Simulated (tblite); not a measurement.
Parent: `[F:1][C:2]([F:3])=[C:4]([F:5])[CH2:6][SiH3:7]` with C2–C4–C6–Si7 108°, C3H5F3Si.

The geometries are computed with GFN2-xTB (gas phase). One conformer each, not checked by frequencies here.

```tsv
coordinate of the parent	value
F1–C2	1.335 Å
C2–F3	1.329 Å
C2=C4	1.327 Å
C4–F5	1.351 Å
C4–C6	1.477 Å
C6–Si7	1.926 Å
F1–C2–F3	110.7°
F1–C2–C4	122.7°
F3–C2–C4	126.6°
C2–C4–F5	118.0°
C2–C4–C6	126.5°
F5–C4–C6	115.5°
C4–C6–Si7	110.9°
```

Q: How does the shared frame change in `[F:1][C:2]([F:3])=[C:4]([F:5])[CH2:6][SiH2:7][CH:8]1[CH2:9][CH2:10]1` with C2–C4–C6–Si7 99°, C4–C6–Si7–C8 -58°, C6–Si7–C8–C9 158°, C6H9F3Si? Atoms pair as F1 = F3, C2 = C2, F3 = F1, C4 = C4, F5 = F5, C6 = C6, Si7 = Si7 (parent first).

A: 
```tsv
parent	relative	value in the relative	change
F1–C2	F3–C2	1.335 Å	0.000
C2–F3	C2–F1	1.330 Å	+0.001
C2=C4	C2=C4	1.327 Å	0.000
C4–F5	C4–F5	1.350 Å	-0.001
C4–C6	C4–C6	1.476 Å	-0.001
C6–Si7	C6–Si7	1.929 Å	+0.003
F1–C2–F3	F3–C2–F1	110.7°	0.0
F1–C2–C4	F3–C2–C4	122.7°	0.0
F3–C2–C4	F1–C2–C4	126.6°	0.0
C2–C4–F5	C2–C4–F5	118.1°	+0.1
C2–C4–C6	C2–C4–C6	126.2°	-0.3
F5–C4–C6	F5–C4–C6	115.6°	+0.1
C4–C6–Si7	C4–C6–Si7	110.4°	-0.5
```

No shared bond changes by more than 0.004 Å. Bonds of the relative outside the shared frame: Si7–C8 1.879, C8–C9 1.504, C9–C10 1.490, C8–C10 1.507 Å. Point group C1 → C1.

Q: How does the shared frame change in `[CH2:1]=[CH:2][CH2:3][SiH2:4][CH2:5][C:6]([F:7])=[C:8]([F:9])[F:10]` with C1–C2–C3–Si4 -105°, C2–C3–Si4–C5 60°, C3–Si4–C5–C6 69°, Si4–C5–C6–F7 -78°, C6H9F3Si? Atoms pair as F1 = F9, C2 = C8, F3 = F10, C4 = C6, F5 = F7, C6 = C5, Si7 = Si4 (parent first).

A: 
```tsv
parent	relative	value in the relative	change
F1–C2	F9–C8	1.335 Å	0.000
C2–F3	C8–F10	1.330 Å	+0.001
C2=C4	C8=C6	1.327 Å	0.000
C4–F5	C6–F7	1.350 Å	-0.001
C4–C6	C6–C5	1.477 Å	0.000
C6–Si7	C5–Si4	1.929 Å	+0.003
F1–C2–F3	F9–C8–F10	110.7°	0.0
F1–C2–C4	F9–C8–C6	122.7°	0.0
F3–C2–C4	F10–C8–C6	126.6°	0.0
C2–C4–F5	C8–C6–F7	117.8°	-0.2
C2–C4–C6	C8–C6–C5	126.3°	-0.2
F5–C4–C6	F7–C6–C5	115.9°	+0.4
C4–C6–Si7	C6–C5–Si4	111.7°	+0.8
```

No shared bond changes by more than 0.004 Å. Bonds of the relative outside the shared frame: C1=C2 1.321, C2–C3 1.493, C3–Si4 1.909 Å. Point group C1 → C1.

Q: How does the shared frame change in `[F:1][C:2]([F:3])=[C:4]([F:5])[CH2:6][SiH2:7][Cl:8]` with C2–C4–C6–Si7 -109°, C4–C6–Si7–Cl8 179°, C3H4ClF3Si? Atoms pair as F1 = F1, C2 = C2, F3 = F3, C4 = C4, F5 = F5, C6 = C6, Si7 = Si7 (parent first).

A: 
```csv
parent,relative,value in the relative,change
F1–C2,F1–C2,1.333 Å,-0.002
C2–F3,C2–F3,1.327 Å,-0.002
C2=C4,C2=C4,1.327 Å,0.000
C4–F5,C4–F5,1.350 Å,-0.001
C4–C6,C4–C6,1.479 Å,+0.002
C6–Si7,C6–Si7,1.926 Å,0.000
F1–C2–F3,F1–C2–F3,110.8°,+0.1
F1–C2–C4,F1–C2–C4,122.7°,0.0
F3–C2–C4,F3–C2–C4,126.5°,-0.1
C2–C4–F5,C2–C4–F5,118.2°,+0.2
C2–C4–C6,C2–C4–C6,126.4°,-0.1
F5–C4–C6,F5–C4–C6,115.4°,-0.1
C4–C6–Si7,C4–C6–Si7,111.3°,+0.4
```

No shared bond changes by more than 0.004 Å. Bonds of the relative outside the shared frame: Si7–Cl8 2.007 Å. Point group C1 → C1.
